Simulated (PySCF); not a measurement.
**How the method moves the HOMO and LUMO of `NCB(O)O`**

Compound: CH₆BNO₂.
Atom-mapped SMILES: `[NH2:1][CH2:2][B:3]([OH:4])[OH:5]` (hydrogens: H6, H7 on N1; H8, H9 on C2; H10 on O4; H11 on O5)

Geometry (PBE0-D3(BJ)/def2-SVP, Å), atoms numbered from 1 in this order:
```xyz
11
CH6BNO2 angstrom
N      1.7292   -0.4554   -0.3464
C      0.7080    0.2049    0.4619
B     -0.7965    0.0907   -0.0228
O     -1.0673   -0.6277   -1.1438
O     -1.8474    0.6809    0.6250
H      1.5052   -1.4478   -0.4082
H      1.6489   -0.1260   -1.3075
H      0.7804   -0.1709    1.5011
H      0.9688    1.2771    0.5602
H     -2.0101   -0.6247   -1.3449
H     -1.5825    1.1700    1.4090
```

Basis pcSseg-2 throughout (PySCF), one geometry. The structure is a single PBE0-D3(BJ)/def2-SVP conformer in the gas phase; no vibrational or solvent corrections.

Task: How do the orbital energies, the gap and the dipole change with the method?

Result: 
```csv
method,kind,HOMO (eV),LUMO (eV),gap (eV),μ (D),SCF cycles
BLYP,GGA,-4.99,-0.59,4.39,1.82,16
OPBE,GGA,-5.02,-0.37,4.66,1.74,15
PBE,GGA,-5.08,-0.54,4.54,1.80,15
B97-D,GGA,-5.09,-0.38,4.71,1.80,15
BP86,GGA,-5.18,-0.40,4.79,1.81,15
LDA,LDA,-5.19,-0.64,4.55,1.86,15
KT2,GGA,-5.25,-0.54,4.71,1.71,15
KT3,GGA,-5.25,-0.72,4.53,1.70,15
B97-2,global hybrid,-6.30,0.26,6.57,1.80,13
B3LYP,global hybrid,-6.35,-0.13,6.21,1.83,14
PBE0,global hybrid,-6.57,0.23,6.80,1.82,13
mPW1PW91,global hybrid,-6.60,0.22,6.82,1.82,12
BHandHLYP,global hybrid,-8.02,0.72,8.74,1.85,12
CAM-B3LYP,range-separated hybrid,-8.05,0.86,8.91,1.88,13
wB97X-D,range-separated hybrid,-8.49,1.97,10.46,1.87,14
LC-wPBE,range-separated hybrid,-9.42,2.08,11.50,1.90,14
HF,Hartree–Fock,-10.28,2.41,12.69,1.86,10
```

The HOMO spans 5.30 eV, from BLYP down to HF, and the gap runs from 4.39 eV (BLYP) to 12.69 eV (HF). Over the methods BLYP (0 %), OPBE (0 %), PBE (0 %), B97-D (0 %), BP86 (0 %), LDA (0 %), KT2 (0 %), KT3 (0 %), B97-2 (21 %), B3LYP (20 %), PBE0 (25 %), mPW1PW91 (25 %), BHandHLYP (50 %), HF (100 %), a straight line through the gap against the share of exact exchange rises by 0.81 eV for each 10 % (correlation coefficient 0.998). The dipole ranges from 1.70 D (KT3) to 1.90 D (LC-wPBE). This basis has no diffuse functions.

The vertical ΔSCF ionisation energy at PBE0/def2-SVPD is 9.02 eV; −ε(HOMO) comes closest to it with LC-wPBE (9.42 eV).
